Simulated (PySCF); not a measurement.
# C₆ coefficients of unlike pairs at UHF

Calculated with PySCF 2.14 from the dipole response of each species, C₆(A,B) = (3/π) ∫ α_A(iu) α_B(iu) du, in atomic units, from isotropic polarisabilities. For ions this is the dispersion term alone; charge-induced terms of lower order in 1/R come first.

| species | configuration | basis | relativity | α (bohr³) | C₆ (like pair) |
| --- | --- | --- | --- | --- | --- |
| Cl(3+) | [Ne] 3s2 3p2 (3P) | dyall-av2z (13s9p2d) | none | 4.473 | 12.29 |
| B | [He] 2s2 2p1 (2P) | def2-QZVPPD (8s4p4d2f1g) | none | 22.15 | 105.8 |
| W+ | [Xe] 4f14 5d4 6s1 (6D) | aug-cc-pVTZ-PP with ECP60MDF (6s6p5d3f2g) | core potential | 44.46 | 392.3 |

**Question.** Estimate C₆ for W+ with B.

**Answer.** The integral gives 202.8. The combination rule 2 C_A C_B / (C_A α_B/α_A + C_B α_A/α_B) gives 203.5 and the geometric mean 203.7.

No spin-orbit coupling is included.

The other pairs:

```csv
pair,C₆
"W+, Cl(3+)",63.17
"B, Cl(3+)",32.29
```
